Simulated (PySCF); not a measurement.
PySCF 2.14 output of an unrestricted LDA calculation on a single atom or ion in x2c-TZVPall, with the spin-free X2C one-electron Hamiltonian (Gaussian nucleus):

```
SCF conv_tol = 1e-09
number electrons alpha = 14  beta = 11
    P. A. M. Dirac.,  Math. Proc. Cambridge Philos. Soc. 26, 376 (1930)
    F. Bloch.,  Z. Phys. 57, 545 (1929)
    S. H. Vosko, L. Wilk, and M. Nusair.,  Can. J. Phys. 58, 1200 (1980)
cycle= 1 E= -1389.5994265118  delta_E= -0.00955  |g|= 0.158  |ddm|= 0.158
cycle= 2 E= -1389.59236222062  delta_E= 0.00706  |g|= 0.266  |ddm|= 0.118
cycle= 3 E= -1389.60380824173  delta_E= -0.0114  |g|= 0.00631  |ddm|= 0.0721
cycle= 4 E= -1389.60381626122  delta_E= -8.02e-06  |g|= 0.000435  |ddm|= 0.00209
cycle= 5 E= -1389.60381629512  delta_E= -3.39e-08  |g|= 8.91e-06  |ddm|= 0.00013
cycle= 6 E= -1389.60381629516  delta_E= -3.89e-11  |g|= 9.99e-07  |ddm|= 7.49e-06
converged SCF energy = -1389.60381629516  <S^2> = 3.7513887  2S+1 = 4.0006943
```

The run itself started from symmetry-adapted Hartree-Fock orbitals and held the occupation by maximum overlap, on a logarithmic radial grid, so the iterations belong to that start.

Task: Which element, charge and spin multiplicity is this?

Result: Co²⁺ (cobalt, charge +2), multiplicity 4; the state was [Ar] 3d7, high-spin 4F determinant.
